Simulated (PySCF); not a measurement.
BF2, SMILES F[B]F (connectivity only; charge and spin as stated), charge +1, multiplicity 1. The structure is a stationary point at ωB97X-D3(BJ)/def2-TZVP. The spin state was assumed, not searched. The isomer is the one that the SMILES or the coordinates give; other isomers of the formula were not compared.

TDDFT-PBE0/def2-TZVPD in PySCF puts the lowest singlet excitations at 11.96, 11.96, 11.96, 12.13, 12.13, 13.37 eV and the lowest triplet (TDA) at 11.15 eV.

Q: What are the lowest singlet roots from EOM-CCSD/aug-cc-pVDZ in PySCF? (Estimate from the structure and the level; the computed values follow.)

A: 12.39, 12.39, 12.66, 12.66, 12.70, 14.30 eV; triplets 11.88, 12.01, 12.01 eV. S1 differs by 0.42 eV (second minus first; roots are paired by order, and the bases may differ).
